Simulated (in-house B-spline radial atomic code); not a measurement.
## Removing one electron from the nickel ion Ni¹⁰⁺

Closed shell [Ne] 3s2 3p6. Computed with a B-spline radial code for spherical atoms: Koopmans values of Dirac-Hartree-Fock plus a diagonal self-energy, in second order or with its direct term screened (direct RPA, with the hole-particle interaction, or full time-dependent Hartree-Fock), linearised in energy; no-pair Dirac-Coulomb Hamiltonian, finite nucleus. Shifts add to the Koopmans value (the ΔSCF shift is orbital relaxation alone); the final value takes TDHF screening with Breit and QED.

Command:
```bash
python run_mb.py task.json out
```
Settings (nuclear radius in fm, box in bohr, cutoff in hartree):
```
basis_form          2
Z                   28
core_configuration  [Ne] 3s2 3p6
rms_radius          3.7757
mass_number         58
speed_of_light      137.036
box_radius          7.237
lmax                7
intervals           61
virtual_cutoff      3136.0
```

Run time, properties included: 11 s on 1 thread of Arm Neoverse N1, with other jobs on the host.

Energies in eV:

| subshell | Koopmans | ΔSCF shift | second order | direct RPA | hole-particle | TDHF | Breit + QED | final |
| --- | --- | --- | --- | --- | --- | --- | --- | --- |
| 3p3/2 | 319.38 | -1.034 | ? | ? | ? | ? | ? | ? |
| 3p1/2 | 322.44 | -1.063 | 0.460 | 0.518 | 0.286 | 0.332 | -0.165 | 322.61 |

(1) What does the self-energy do to 3p3/2?

Results:

(1) It shifts the removal energy by 0.506 eV in second order, 0.535 with direct RPA, 0.330 with the hole-particle term and 0.379 with TDHF screening (quasi-particle weight 0.980); Breit and QED add -0.098 eV. The final value is 319.66 eV, against 319.5 ± 0.7 eV (NIST, semi-empirical).
